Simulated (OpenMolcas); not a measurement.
Ho3+ among 2 point charges of -1 e arranged as a linear pair (D∞h).

```json
{
 "Program": "OpenMolcas 26.06",
 "Method": "CASSCF",
 "Basis": "ANO-RCC-VDZP [7s6p4d2f1g]",
 "Scalar Hamiltonian": "DKH2, point nucleus",
 "Active space": "10 electrons in 7 orbitals (4f)",
 "State averaging": "2S+1 = 5 even, 35 roots (30 in the spin-orbit step); 2S+1 = 3 even, 102 roots kept (CI in the orbitals of an earlier block); 2S+1 = 1 even, 31 roots kept (CI in the orbitals of an earlier block)",
 "Spin-orbit coupling": "RASSI with atomic mean-field integrals over the reference wave functions"
}
```

All point charges move together. At R = 2.57 Å the width of the lowest J multiplet is 457 cm-1, and at R = 2.93 Å it is 306 cm-1.

**Question.** A third run gives 523 cm-1. What distance was it run at?

**Answer.** With a power law R^-n the two known points give n = -ln(306 / 457) / ln(2.93 / 2.57) = 3.06. Then R = 2.57 × (457 / 523)^(1/3.06) = 2.459 Å. The run was at 2.46 Å, so the estimate is off by -0.001 Å.

High states are left out of the spin-orbit mixing, which shifts the levels that they would mix with. This is an electrostatic model: the charges have no orbitals. A group larger than the point group allows holds several states that coincide in this model. No measured value stands beside these numbers.
